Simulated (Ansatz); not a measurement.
Cost and result up the ladder for Sn₁₈H₂₈ (46 atoms). The state is a singlet with charge 0. Geometry: PBE-D4/def2-SVP.

```xyz
46

Sn    2.227   -4.127    0.225
Sn   -0.916   -1.294   -4.420
Sn   -0.956   -2.069    2.625
Sn   -3.366   -0.431   -0.744
Sn    3.356   -2.542    4.335
Sn    3.425    0.200    0.563
Sn    1.255    1.490    4.272
Sn    0.898    2.301   -2.444
Sn   -2.567    3.932   -0.078
Sn   -3.357    2.543   -4.336
Sn    1.299   -3.757    2.853
Sn   -0.983   -1.703   -1.628
Sn    1.781   -1.584   -0.916
Sn   -0.756    1.507   -4.595
Sn   -0.672    0.745    2.348
Sn   -4.076    2.152   -1.646
Sn    3.532    0.098    3.386
Sn   -0.125    2.542    0.197
H     1.346   -5.378   -0.593
H     3.907   -4.570    0.235
H    -2.352   -1.869   -5.213
H     0.451   -2.061   -5.163
H    -1.953   -2.721    1.357
H    -1.908   -2.159    4.082
H    -4.563   -1.586   -1.264
H    -3.448   -0.403    0.993
H     4.843   -3.410    4.105
H     3.009   -2.536    6.036
H     4.992   -0.176   -0.098
H     3.100    1.851    0.125
H     0.825    0.985    5.878
H     1.524    3.203    4.301
H     2.300    1.273   -2.474
H     1.481    3.920   -2.716
H    -3.324    4.238    1.452
H    -2.380    5.452   -0.900
H    -4.434    1.714   -5.418
H    -3.419    4.234   -4.725
H     0.744   -5.219    3.622
H    -1.309   -3.397   -1.335
H     2.513   -1.568   -2.506
H     0.015    2.084   -6.046
H    -2.227    1.352    2.875
H    -5.798    2.294   -1.423
H     5.040    0.838    3.848
H     1.025    3.613    0.968
```

Ansatz on 4 threads of AMD EPYC 7R13 on a shared host and a share (37 GiB) of an NVIDIA H100 80GB HBM3. Times are rough, and most runs start from the orbitals of an earlier one. No level here is sound enough to serve as a yardstick. Binding counts from free atoms at the same level (Sn triplet, H doublet; other spins of the atoms weren't run), without zero-point energy or a counterpoise term.

In the def2 sets Sn takes a core potential; there is no spin–orbit coupling. Correlated methods freeze 72 core orbitals; core or outer-core shells of Sn are correlated, in sets that lack core-valence functions. The rows differ in basis, and correlated rows in double-zeta sets carry the largest basis error. Single mean-field runs in def2-SVP, def2-TZVP are fitted with def2-universal-jkfit. Another isomer (singlet) lies 0.46 eV lower at PBE0-D4/def2-TZVP; other spin states weren't run for this one.

Correlated methods converge slowly with the basis, most of all in double-zeta sets.

| level | functions | wall time | binding energy per atom (eV) |
| --- | --- | --- | --- |
| r2SCAN-D4/def2-SVP | 608 | 8.5 s | 2.40 |
| PBE-D4/def2-SVP (with forces) | 608 | 9 s | 2.40 |
| PBE-D4/def2-TZVP | 1068 | 9.5 s | 2.41 |
| PBE0-D4/def2-SVP | 608 | 13 s | 2.40 |
| PBE0-D4/def2-TZVP | 1068 | 16 s | 2.41 |
| MP2/def2-SVP | 608 | 24 s | 2.21 |
